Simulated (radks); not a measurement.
All-electron atom: Sn I in [Kr] 4d10 5s1 5p3 (not the ground configuration).

All-electron calculation, Dirac Kohn-Sham, BLYP, spin-unpolarised, spherical densities, finite nucleus; open shells are shared between the two j in proportion to 2j + 1; Fermi nuclear charge, rms radius 4.6519 fm. Program: a radial shooting solver on a logarithmic mesh with Libxc functionals.

Energy parts (eV):
| part | energy |
|---|---|
| total | -168144.944 |
| kinetic | 177049.028 |
| electron-nucleus | -408068.376 |
| Hartree | 67385.769 |
| exchange-correlation | -4511.365 |

Orbitals (lengths in bohr, moments of r in powers of bohr; r(90%) holds 90 % of the orbital's charge):
| orbital | occ. | eigenvalue (eV) | r(90%) | <r^2> | small-component weight |
|---|---|---|---|---|---|
| 1s1/2 | 2 | -28999.25 | 0.0522 | 0.001143 | 3.37e-02 |
| 2s1/2 | 2 | -4377.764 | 0.194 | 0.01851 | 7.14e-03 |
| 2p1/2 | 2 | -4089.799 | 0.173 | 0.01376 | 7.16e-03 |
| 2p3/2 | 4 | -3859.049 | 0.181 | 0.01506 | 6.84e-03 |
| 3s1/2 | 2 | -845.6586 | 0.499 | 0.1317 | 2.06e-03 |
| 3p1/2 | 2 | -728.6443 | 0.497 | 0.1266 | 2.01e-03 |
| 3p3/2 | 4 | -686.5200 | 0.513 | 0.1351 | 1.92e-03 |
| 3d3/2 | 4 | -479.5412 | 0.493 | 0.1161 | 1.80e-03 |
| 3d5/2 | 6 | -470.8444 | 0.498 | 0.1186 | 1.78e-03 |
| 4s1/2 | 2 | -135.0623 | 1.18 | 0.7580 | 5.58e-04 |
| 4p1/2 | 2 | -96.1406 | 1.27 | 0.8559 | 4.97e-04 |
| 4p3/2 | 4 | -88.5372 | 1.32 | 0.9161 | 4.69e-04 |
| 4d3/2 | 4 | -27.6756 | 1.69 | 1.409 | 3.23e-04 |
| 4d5/2 | 6 | -26.6279 | 1.72 | 1.448 | 3.16e-04 |
| 5s1/2 | 1 | -11.3254 | 3.49 | 6.329 | 7.50e-05 |
| 5p1/2 | 1 | -4.5209 | 4.68 | 10.82 | 4.40e-05 |
| 5p3/2 | 2 | -4.0296 | 4.92 | 11.93 | 3.98e-05 |

The highest occupied level is 5p3/2 at -4.030 eV. Summed over all electrons, <r^2> = 64.59 bohr^2, which gives a Langevin (diamagnetic) susceptibility term of -51.2 x 10^-6 cm^3/mol. The density falls to 0.001 e/bohr^3 at r = 4.86 bohr.
